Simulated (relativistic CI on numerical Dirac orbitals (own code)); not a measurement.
**Ni²⁺ in a cubic cluster: 2p photoemission with charge transfer**

Computed with a charge-transfer multiplet model of a cubic metal-ligand cluster with up to 2 ligand holes, Slater and spin-orbit integrals from Dirac-Coulomb-Breit ions, Slater integrals scaled by 0.8. The ground state mixes d8 with configurations of k ligand holes L, whose averages lie at kΔ + k(k − 1)U_dd/2; a core hole lowers each added d electron by U_cd. 20 K, Lorentzian 0.6 eV and Gaussian 0.8 eV FWHM.

Atomic integrals in eV (Slater integrals scaled, ζ unscaled), ground: F2dd 9.736, F4dd 6.042, zeta_d 0.080; with the core hole: F2dd 11.178, F4dd 6.982, zeta_d 0.114, zeta_core 11.406, F2cd 6.704, G1cd 5.115, G3cd 2.909.

Cluster parameters (eV): U_dd = 7.5, U_cd = 9.1, 10Dq = 1, 10Dq(ligand) = 0.2, V(eg) = 2.7, V(t2g) = -1.34, final-state hopping factor = 0.8.

```tsv
Case	n_d	d8	d9L	d10L2	S
Δ = 2.4 eV	8.33	0.68	0.30	0.02	1.00
Δ = 3.4 eV	8.27	0.74	0.25	0.01	1.00
Δ = 4.4 eV	8.22	0.78	0.21	0.01	1.00
Δ = 5.4 eV	8.19	0.82	0.18	0.01	1.00
Δ = 6.4 eV	8.16	0.85	0.15	0.00	1.00
```

Weights, n_d and S are thermal averages at 20 K. Binding energies count from the first peak over 30 % of the highest in each spectrum, which can be another peak from case to case. The parameters are a model scan and need not match a compound or its usual spin state. Peaks in eV (height, largest 100):
- Δ = 2.4 eV: 0.0 (100), 6.2 (47), 10.4 (16), 12.7 (8), 17.5 (48), 23.5 (26), 27.7 (14)
- Δ = 3.4 eV: 0.0 (100), 6.2 (48), 9.9 (13), 11.8 (9), 17.5 (48), 23.7 (27), 27.1 (12)
- Δ = 4.4 eV: 0.0 (100), 6.1 (41), 9.9 (9), 11.2 (8), 17.6 (48), 23.8 (26), 27.0 (7)
- Δ = 5.4 eV: 0.0 (100), 5.8 (34), 11.0 (6), 17.7 (48), 23.8 (23)
- Δ = 6.4 eV: 0.0 (100), 5.4 (29), 17.6 (49), 23.6 (18)

Curve for Δ = 2.4 eV (points under 2 left out, the grid thinned):

```
E (eV)  Intensity
  -3.0        2.1
  -2.2        3.8
  -1.5        8.6
  -0.7       43.7
   0.0      100.0
   0.8       49.0
   1.5       17.8
   2.3        6.5
   3.1        4.7
   3.8        4.8
   4.6        6.1
   5.3       17.0
   6.1       46.0
   6.8       34.8
   7.6       12.5
   8.4        8.2
   9.1       11.3
   9.9       14.4
  10.6       15.4
  11.4       10.0
  12.1        7.1
  12.9        8.1
  13.6        4.8
  14.4        3.7
  15.2        3.0
  15.9        4.6
  16.7       20.2
  17.4       48.0
  18.2       26.4
  18.9        8.3
  19.7        3.4
  20.5        2.6
  21.2        2.4
  22.0        3.1
  22.7       10.2
  23.5       26.0
  24.2       12.8
  25.0        3.3
  25.8        2.6
  26.5        5.6
  27.3       11.9
  28.0       12.8
  28.8        4.3
  29.5        3.5
  30.3        2.1
```

For the case Δ = 3.4 eV, Δ = 3.4 eV is smaller than U_dd = 7.5 eV, the charge-transfer side of the Zaanen-Sawatzky-Allen scheme. With the core hole the configuration with one ligand hole lies at Δ − U_cd = -6.7, -5.7, -4.7, -3.7, -2.7 eV from the one without, in the order of the table; where this is negative the screened configuration lies lower, though the effective hopping of about 2.8 eV (from the holes of the mixed ground state) mixes the two strongly wherever it is as large as the gap.
